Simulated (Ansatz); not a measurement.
```yaml
crystal:
  periodic: [false, false, false]
  atoms:
    - {symbol: F, position_ang: [0.059998, 0.285268, -0.008281]}
    - {symbol: Hf, position_ang: [0.009998, -0.014732, -0.008281]}
    - {symbol: F, position_ang: [1.636923, -0.985750, 0.086339]}
    - {symbol: F, position_ang: [-1.077937, -0.735924, -1.384845]}
    - {symbol: F, position_ang: [0.381842, 1.806871, -0.385287]}
basis:
  gaussian: {orbitals: x2c-TZVPPall}
hamiltonian: {xc: {name: revPBE0}, dispersion: d3bj}
output: {forces: true}
```

```sh
$ ansatz run in.yaml --threads 4 --pin off --events-out ev --progress --plain --max-ram 10444MiB
```

Output, abridged:

```
Functional definition: revPBE0
1593 factors; their error is unknown
mean field evaluation 1: about -417074.8197 eV, gradient 1.8e2 eV
mean field evaluation 2: about -417040.7007 eV, gradient 2.4e2 eV
mean field evaluation 4: about -417085.7709 eV, gradient 2.6e1 eV
mean field evaluation 8: about -417086.9101 eV, gradient 3.1e0 eV
mean field evaluation 16: about -417087.4998 eV, gradient 4.4e-1 eV
a density is far from that of the atoms, so the factors are made again for it
1836 factors; integrals over basis functions are off by at most 6.1e-4 eV
mean field evaluation 32: about -417087.5090 eV, gradient 2.0e-5 eV
mean field -417087.50901402 eV, -15327.6832441977 hartree, gradient 2.1e-5 eV, S^2 0.000000; 0 other end points of the search recorded, 0 dependent functions left out
reference -417087.50907888 eV, -15327.6832465810 hartree; 54, 54 occupied and 167, 167 virtual orbitals, 1836 factors
Total energy: -417087.65017982 eV, -15327.6884319449 hartree
Relativity: scalar
Atom 0 at     0.059998     0.285268    -0.008281 Å, force  5728.447508 34331.296469     3.817729 eV/Å
Atom 1 at     0.009998    -0.014732    -0.008281 Å, force -5730.668127 -34342.017186     5.414242 eV/Å
Atom 2 at     1.636923    -0.985750     0.086339 Å, force     2.073758     0.058197    -0.630273 eV/Å
Atom 3 at    -1.077937    -0.735924    -1.384845 Å, force    -1.343165     0.288257    -3.778951 eV/Å
Atom 4 at     0.381842     1.806871    -0.385287 Å, force     1.490025    10.374263    -4.822747 eV/Å
Dipole moment:    -0.235345    -0.065206     0.555604 e Å
```

Problem. What is wrong with this run?

Solution. One atom was put on top of another. The calculation finished and met its thresholds. The result belongs to that input, not to the molecule as meant.
